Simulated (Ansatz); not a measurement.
Species: sum formula LaClF₂, charge 0, multiplicity 1. 
Geometry from a B3LYP-D3(BJ)/def2-TZVP (Ansatz, a quantum-chemistry and plane-wave program) optimisation:
```xyz
4

La     0.0357    -0.3086     0.0825
F      2.1314    -0.7822     0.0670
F     -0.9472    -0.6309     1.9657
Cl    -0.7467     1.7828    -1.3529
```

Basis-set convergence of Hartree-Fock and MP2 correlation energies (hartree) with Ansatz. Correlated levels leave the core frozen unless marked. Spin-orbit coupling is left out. The frozen core is the preceding noble-gas configuration, with the filled d and f shells of earlier blocks. Past Kr the def2 sets carry scalar-relativistic core potentials.

```
basis       functions       E(HF)  E(corr, MP2)
----------  ---------  ----------  ------------
def2-SVP           78  -689.48695      -0.56583
def2-TZVPP        160           …             …
```

Task: Complete the blanks.

Result: 
- def2-TZVPP, E(HF): -689.89951
- def2-TZVPP, E(corr, MP2): -0.76634
